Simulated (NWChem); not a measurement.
# InH$_{2}$Cl; SMILES [Cl][InH2]

Computed with NWChem. Geometry: optimised at PBE0/def2-SVP. def2 effective core potentials on In; no spin-orbit coupling. Ions are spin-unrestricted doublets at the neutral geometry; other ion states weren't tried. Functional: LC-ωPBE (HJS hole) with def2-SVP; rows give the range parameter ω in 1/bohr.

At which range parameter does −ε(HOMO) equal the ΔSCF ionisation energy (optimal tuning)?

about 0.45 per bohr, by linear interpolation in these runs:
```
range parameter (1/bohr)  vertical ionisation energy, ΔSCF (eV)  −ε(HOMO) (eV)  ΔSCF minus −ε(HOMO) (eV)
------------------------  -------------------------------------  -------------  ------------------------
0.05                                                      10.04           7.42                      2.62
0.15                                                      10.21           8.77                      1.44
0.20                                                      10.35           9.31                      1.04
0.25                                                      10.50           9.77                      0.73
0.60                                                      10.97          11.50                     -0.53
```
